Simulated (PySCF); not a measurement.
Species: C4H7FO2Si2.
Z-matrix (Å and degrees, PBE0-D3(BJ)/def2-SVP geometry), rows numbered from 1:
```
F 
C   1  1.3204
C   2  1.3653  1  126.37
O   3  1.3444  2  108.86  1  -179.88
C   4  1.3629  3  108.85  2    -0.05
Si  5  1.8653  4  118.36  3   177.58
O   6  1.6564  5  110.03  4   -63.53
Si  7  1.6610  6  142.80  5    -1.83
C   5  1.3736  4  109.11  3     0.14
H   3  1.0860  2  133.13  1     0.14
H   6  1.4885  5  110.63  4    56.09
H   6  1.4894  5  106.52  4   176.61
H   8  1.4944  7  110.32  6   -25.12
H   8  1.4921  7  109.95  6    95.38
H   8  1.4902  7  108.42  6  -145.05
H   9  1.0878  2  127.14  1     0.16
```

All values: B3LYP/def2-SVPD (PySCF, non-relativistic), on one gas-phase PBE0-D3(BJ)/def2-SVP geometry that isn't relaxed in the solvent. The solvent is an IEF-PCM continuum (Bondi radii, 1.10 Å for H, scaled by 1.2), and excitations are vertical TDDFT with non-equilibrium linear response and a frozen core. Only the electrostatic response of the medium enters.

Gas-phase singlets (H = HOMO, L = LUMO):

```tsv
state	E (eV)	λ (nm)	f	leading configuration
S1	5.375	231	0.218	H→L 94%
S2	6.192	200	0.015	H→L+1 63%
S3	6.333	196	0.065	H-1→L 72%
S4	6.352	195	0.014	H→L+2 66%
S5	6.442	192	0.006	H-2→L 92%
```

Problem. What are the lowest 5 singlets in chloroform (ε = 4.711)?

Solution. 
| state | E (eV) | λ (nm) | f | leading configuration | change by rank (eV) |
| --- | --- | --- | --- | --- | --- |
| S1 | 5.296 | 234 | 0.282 | H→L 96% | -0.079 |
| S2 | 6.165 | 201 | 0.025 | H→L+1 72% | -0.027 |
| S3 | 6.303 | 197 | 0.022 | H→L+2 62% | -0.030 |
| S4 | 6.318 | 196 | 0.064 | H-1→L 74% | -0.034 |
| S5 | 6.473 | 192 | 0.003 | H-2→L 95% | +0.031 |

Problem. Give the list for methanol (ε = 32.61), n² = 1.77.

Solution. 
```csv
state,E (eV),λ (nm),f,leading configuration,change by rank (eV)
S1,5.314,233,0.269,H→L 95%,-0.061
S2,6.160,201,0.026,H→L+1 74%,-0.032
S3,6.295,197,0.013,H→L+2 65%,-0.038
S4,6.328,196,0.068,H-1→L 78%,-0.024
S5,6.489,191,0.003,H-2→L 95%,+0.047
```

Problem. The ground-state energy changes by -0.112 eV from gas to methanol. By how much does the total energy of gas-phase S1 change?

Solution. E(S1) = E(S0) + excitation energy, so it changes by -0.112 − 0.061 = -0.173 eV: it is lowered more than the ground state, which is what a red shift means. This is the vertical state, with the slow part of the continuum still set for S0.

Problem. How do the frontier levels move from gas to methanol?

Solution. 
```tsv
orbital	gas (eV)	solvent (eV)	change (eV)
LUMO+2	0.23	0.34	+0.11
LUMO+1	-0.01	0.08	+0.09
LUMO	-1.13	-1.00	+0.13
HOMO	-6.88	-6.75	+0.13
HOMO-1	-8.10	-7.99	+0.11
HOMO-2	-8.47	-8.39	+0.08
HOMO-3	-8.77	-8.70	+0.07
```

The HOMO–LUMO gap goes from 5.74 to 5.75 eV.

Cost: about 1.6 min of CPU time on one thread; the machine was shared, so the figure is rough. This is the whole response run at B3LYP/def2-SVPD in methanol, SCF included.
